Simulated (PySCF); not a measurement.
C6H14S, SMILES CSCCC(C)C at its GFN2-xTB optimised geometry (Å):

```
21

C      2.1707    -0.8334    -2.7684
S      2.6078     0.2745    -1.3988
C      1.8638    -0.6295     0.0000
C      0.3416    -0.6295     0.0000
C     -0.2842     0.7692     0.0000
C     -0.0118     1.5091     1.3070
C     -1.7891     0.6610    -0.2370
H      2.5020    -1.8419    -2.5365
H      1.0987    -0.8093    -2.9409
H      2.6917    -0.4633    -3.6449
H      2.2508    -1.6494    -0.0331
H      2.2590    -0.1357     0.8858
H     -0.0138    -1.1761    -0.8772
H      0.0045    -1.1780     0.8843
H      0.1598     1.3427    -0.8209
H     -0.5136     2.4739     1.3020
H      1.0517     1.6864     1.4422
H     -0.3812     0.9350     2.1549
H     -2.2590     0.0912     0.5625
H     -2.2417     1.6494    -0.2646
H     -1.9996     0.1637    -1.1817
```

Calculation: B3LYP/def2-SVP (PySCF).

Map of the HOMO−1 amplitude (bohr^(-3/2)) on the plane z = 0.6 Å; orbital energy -8.07 eV, overall sign arbitrary:

```
|*****************************|
|*****************************|
|*****************************|
|*****************************|
|*****************************|
|*****************************|
|*****************************|
|*****************************|
|*****************************|
|*************++**************|
|*************+++*************|
|********************++*******|
|****+++++**#%%%##**+++++*****|
|****++==++*#%%%%##*+===+*****|
|***+++=-=+**##%%%#*+=-=++****|
|****+++=+++**+**###*+==++****|
|****++++++++=-:-+#%@%*++*****|
|*****++++++=-. .=#%@@%#******|
|******+++++=-. .=*%@@@##*****|
|*******++++==-:-=*#%@%%#*****|
|********++++====+*##%%##*****|
|*********++++++++**#####*****|
|**********++++++****##*******|
|************+++**************|
|*****************************|
|*****************************|
|*****************************|
|*****************************|
|*****************************|
```
Scale: ten equal steps from -0.109 (start of ' ') to 0.066 (end of '@'), in the order ' .:-=+*#%@'; x runs from -4.50 to 4.50, y from -4.50 (bottom) to 4.50 (top).
